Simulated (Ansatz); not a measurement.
Cartesian coordinates in Å:
```
N 0.709 -0.487 -1.070
B 0.256 0.601 -0.346
Sb -0.332 0.431 1.819
H 0.739 -1.426 -0.710
H 1.021 -0.413 -2.026
H 0.239 1.676 -0.872
H -1.950 0.860 1.483
H -0.683 -1.242 1.722
```

Charge 0, multiplicity 1. Sb takes the def2 core potential.

Question: List the PBE/def2-TZVPP orbital energies in eV (Ansatz 0.2.0). (Best estimate.)

Answer: Computed: Occupied: -380.96, -177.09, -148.91, -101.83, -101.78, -101.67, -32.20, -32.16, -32.07, -32.05, -31.99, -21.97, -14.18, -13.06, -12.56, -9.38, -8.01, -7.71, -6.87, -5.69. Lowest empty: -1.27, -0.57, -0.19, 0.24, 0.54, 1.34, 2.64, 2.67.
